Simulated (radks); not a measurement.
Spherical quantum dot in the effective-mass picture: electrons in a hard-walled sphere of radius 1.43, all in effective atomic units (hartree* = m*/eps^2 hartree, bohr* = eps/m* bohr), one dielectric constant everywhere. Method: non-relativistic Kohn-Sham, LDA (Slater exchange, Perdew-Wang correlation), spin-polarised, spherical densities; computed with a radial shooting solver with Libxc functionals. Levels are named by radial order and angular momentum (1s, 1p, 1d, 2s, ...), and open shells are averaged over m.

N = 6, configuration 1s2 1p(up 3, down 1). This is the lowest configuration that the search found. Occupied and some empty levels:

level    occupation  eigenvalue (hartree*)  <r> (bohr*)
1s up             1                 8.0386       0.7688
1s down           1                 8.2091       0.7677
1p up             3                 10.209       0.8767
1p down           1                 10.387       0.8770
1d up             0                 13.167       0.9451
1d down           0                 13.342       0.9457
2s up             0                 15.338       0.6962
2s down           0                 15.466       0.6963
1f up             0                 16.825       0.9942
1f down           0                 16.995       0.9948

Energy (hartree*): total 39.4963, kinetic 24.916, external 0, Hartree 19.229, exchange-correlation -4.6490.
